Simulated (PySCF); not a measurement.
# LaOCl: bend–stretch map

Method: PySCF, PBE0, basis La def2-TZVP with ECP46, O def2-TZVP, Cl def2-TZVP (scalar-relativistic core potentials, no spin–orbit coupling, density fitting).

Rigid scan from the singlet minimum (La–Cl 2.667 Å, La–O 1.914 Å; Cl–La–O 113.0°). Coordinate: rows scale both bonds, columns set the O–La–Cl angle. Energies in kJ/mol from the minimum.

Rows run from the largest first scale (top) to the smallest, columns from the smallest angle to the largest. Lower edges of the bins (kJ/mol): '_' 1.87, '.' 2.74, ':' 4.11, '-' 6.28, '=' 9.73, '+' 15.19, '*' 23.85, '#' 37.57, '%' 59.31, '@' 93.77; top 148, each point printed twice.
```
@@%%%%%%%%@@@@
##******##%%%%
**==--++####%%
++____++##%%%%
**====**##%%@@
######%%@@@@@@
```

Problem. Give the energies on the grid of the scan.

Solution. 
```tsv
scale \ angle	90	105	120	135	150	165	180
0.94	58	41	47	70	103	135	148
0.97	30	11	13	31	59	85	97
1.00	23	3	2	16	38	61	70
1.03	34	12	9	19	38	56	64
1.06	58	35	29	37	52	67	73
1.10	106	81	73	77	88	100	105
```

The bond scale of lowest energy on the grid is 1.00 at 90°, 1.00 at 105°, 1.00 at 120°, 1.00 at 135°, 1.03 at 150°, 1.03 at 165°, 1.03 at 180°.

Other isomers or separated fragments may lie lower.
